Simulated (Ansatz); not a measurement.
```xyz
11

C    -0.746    2.131    1.075
S    -1.344    0.528    0.452
Al    0.426   -0.479   -0.284
C     0.334   -2.249   -1.061
Cl    2.271    0.528   -0.133
H    -0.971    2.194    2.139
H     0.326    2.245    0.925
H    -1.273    2.923    0.546
H     0.960   -2.949   -0.501
H     0.705   -2.238   -2.090
H    -0.688   -2.633   -1.068
```

Total charge 0; spin multiplicity 1.

Task: List the CAM-B3LYP/def2-TZVPP orbital energies in eV (Ansatz). (An estimate is asked.)

Result: The calculation gave: Occupied: -2764.01, -2419.44, -1527.09, -279.55, -278.34, -258.80, -217.49, -197.81, -197.74, -197.72, -162.08, -161.95, -161.91, -115.09, -75.81, -75.69, -75.60, -24.21, -23.25, -20.99, -19.28, -14.06, -13.62, -13.06, -12.91, -12.87, -11.90, -10.80, -10.78, -10.28, -9.38, -8.52. Lowest empty: 0.40, 0.66, 1.28, 2.60, 2.81, 3.63, 3.73, 3.82.
